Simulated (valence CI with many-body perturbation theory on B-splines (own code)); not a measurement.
# Ti7+: calculation against measured levels

Computed by relativistic CI+MBPT: five valence electrons over a frozen Dirac-Fock core [Ne], radial functions for each j: 11 s, 11 p, 10 d, 8 f, 5 g, 2 h, with the one-electron correlation potential Σ1, the two-electron term Σ2, the three-electron term Σ3, Breit, model QED; selected CI, second order for the rest, scaled by the run's own slope (own B-spline code, finite nucleus).

Set against measurement, 9 paired levels are off by 148 cm⁻¹ on average, the worst by 216. These come from a selection out of Corliss and Sugar, J. Phys. Chem. Ref. Data 8, 1 (1979). Levels without a partner in it may be off by more. Among the levels kept, up to 3200 cm⁻¹ of a level comes from second order outside the variational space, and about a tenth of that is noise between levels of different J, which matters for small intervals.

Measured levels: Corliss and Sugar, J. Phys. Chem. Ref. Data 8, 1 (1979). Pairs share parity and J, and are chosen by configuration, term and nearness in energy; levels without a clear partner are left out. Energies in cm⁻¹ above the measured ground level.

```json
{"Computed label": "3s2 3p3 4S°_3/2", "Label in the source": "3s2 3p3 4S°", "Measured": "0", "Computed": "0.0", "Difference": "0"}
{"Computed label": "3s 3p4 4P_5/2", "Label in the source": "3s 3p4 4P", "Measured": "194474.6", "Computed": "194434.3", "Difference": "-40"}
{"Computed label": "3s 3p4 4P_3/2", "Label in the source": "3s 3p4 4P", "Measured": "198097.9", "Computed": "198058.2", "Difference": "-40"}
{"Computed label": "3s 3p4 4P_1/2", "Label in the source": "3s 3p4 4P", "Measured": "199953.6", "Computed": "199915.5", "Difference": "-38"}
{"Computed label": "3s2 3p2 3d 4P_5/2", "Label in the source": "3s2 3p2(3P) 3d 4P", "Measured": "371012", "Computed": "371213.9", "Difference": "+202"}
{"Computed label": "3s2 3p2 3d 4P_3/2", "Label in the source": "3s2 3p2(3P) 3d 4P", "Measured": "372887", "Computed": "373098.8", "Difference": "+212"}
{"Computed label": "3s2 3p2 3d 4P_1/2", "Label in the source": "3s2 3p2(3P) 3d 4P", "Measured": "373971", "Computed": "374186.2", "Difference": "+215"}
{"Computed label": "3s2 3p2 4s 4P_1/2", "Label in the source": "3s2 3p2(3P) 4s 4P", "Measured": "660135", "Computed": "659918.8", "Difference": "-216"}
{"Computed label": "3s2 3p2 4s 4P_3/2", "Label in the source": "3s2 3p2(3P) 4s 4P", "Measured": "662835", "Computed": "662648.9", "Difference": "-186"}
{"Computed label": "3s2 3p2 4s 4P_5/2", "Label in the source": "3s2 3p2(3P) 4s 4P", "Measured": "666493", "Computed": "666306.5", "Difference": "-187"}
```

Over 9 excited levels the mean absolute difference is 148 cm⁻¹, the median 187 and the largest 216. The comparison draws on a selection of the measured levels: 10 of the 183 computed ones have a partner in it, and others may be off by more.
